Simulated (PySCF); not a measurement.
Species: C6H11NO (charge -1 and doublet state).
Numbering: `[CH3:1][C:2]([CH3:3])=[CH:4][CH2:5][NH:6][CH:7][O-:8]` (hydrogens: H9, H10, H11 on C1; H12, H13, H14 on C3; H15 on C4; H16, H17 on C5; H18 on N6; H19 on C7)

Structure used (GFN2-xTB), in Å, numbered top down from 1:
```
atom  x, y, z in Å
C1    -1.6544    0.9927    1.0235
C2    -1.2281   -0.0773    0.0653
C3    -2.2714   -1.1199   -0.2056
C4    -0.0209   -0.0773   -0.6223
C5     1.1258    0.7901   -0.3690
N6     2.0602    0.2099    0.7087
C7     3.2307   -0.3949    0.3189
O8     3.9912    0.0202   -0.5829
H9    -0.8112    1.6015    1.3394
H10   -2.4101    1.6639    0.5852
H11   -2.1099    0.5526    1.9200
H12   -3.1826   -0.6843   -0.6432
H13   -2.5833   -1.6306    0.7169
H14   -1.8976   -1.8731   -0.8974
H15    0.1737   -0.9326   -1.2613
H16    0.8414    1.7797    0.0025
H17    1.7760    0.9058   -1.2380
H18    1.5161   -0.3645    1.3450
H19    3.4445   -1.3527    0.8474
```

The hyperfine couplings belong to this conformer and change with its torsions.

Level of theory: PySCF 2.14.0, UKS B3LYP, pcH-1 on C H N O, non-relativistic, mean-field spin-orbit, GIAO. Whether the extra electron is bound in the gas phase wasn't checked; a finite basis holds it in any case. Couplings are sensitive to structure, and on GFN2-xTB geometries they can be far from those on DFT ones, by a factor of two or more for some ions and for spin on atoms past the first row. Stability of the SCF solution: not tested.

Question: Predict the first-order ENDOR lines of C5, C2, C7, C3, C1, C4, N6, H9/H10/H11, H12/H13/H14 and H15 under fast tumbling at B = 341.6 mT (X band).

Answer: For S = 1/2 in fast tumbling each set of equivalent nuclei gives two lines, ν± = |νn ± a/2| to first order, with νn = g_N μN B/h and μN/h = 7.62259 MHz/T.

```tsv
nuclei	isotope	g_N	νn (MHz)	a_iso (MHz)	lower line (MHz)	upper line (MHz)
C5	13C	1.4048	3.66	40.05	16.37	23.68
C2	13C	1.4048	3.66	33.94	13.31	20.63
C7	13C	1.4048	3.66	21.40	7.04	14.36
C3	13C	1.4048	3.66	-18.28	5.48	12.80
C1	13C	1.4048	3.66	-16.28	4.48	11.80
C4	13C	1.4048	3.66	10.83	1.75	9.07
N6	14N	0.4038	1.05	47.23	22.56	24.66
H9/H10/H11	1H	5.5857	14.54	27.22	0.94	28.15
H12/H13/H14	1H	5.5857	14.54	25.93	1.58	27.51
H15	1H	5.5857	14.54	-13.35	7.87	21.22
```

The rows for 13C, of low natural abundance, apply to labelled samples.

Question: Which pairs are centred on the nuclear Larmor frequency, and which on half the coupling?

Answer: Centred on νn, since |a| < 2νn: H9/H10/H11, H12/H13/H14 and H15. Centred on |a|/2 and split by 2νn: C5, C2, C7, C3, C1, C4 and N6.

Question: At what field would the lower line of C4 fall to zero frequency?

Answer: Where νn = |a|/2, that is B = 5.41 MHz/(1.4048 × 7.62259 MHz/T) = 505 mT, as far as first order holds there.

Couplings of abundant isotopes left out: H16/H17 (7.2 MHz), H19 (-5.0 MHz) and H18 (-1.3 MHz).

Means are taken over nuclei equivalent by connectivity, which assumes that they swap fast. The three 1H nuclei of mean +27.2 MHz run from 4.1 to 49.7 MHz in the frozen geometry. The three 1H nuclei of mean +25.9 MHz run from 1.2 to 41.3 MHz in the frozen geometry.

The largest Mulliken spin populations are on C2 (+0.38), C4 (+0.22), C7 (+0.19) and O8 (+0.09). Three atoms exceed +0.15.

The SMILES draws the unpaired electron on C7; the largest computed Mulliken spin population is on C2 (0.38 against 0.19).
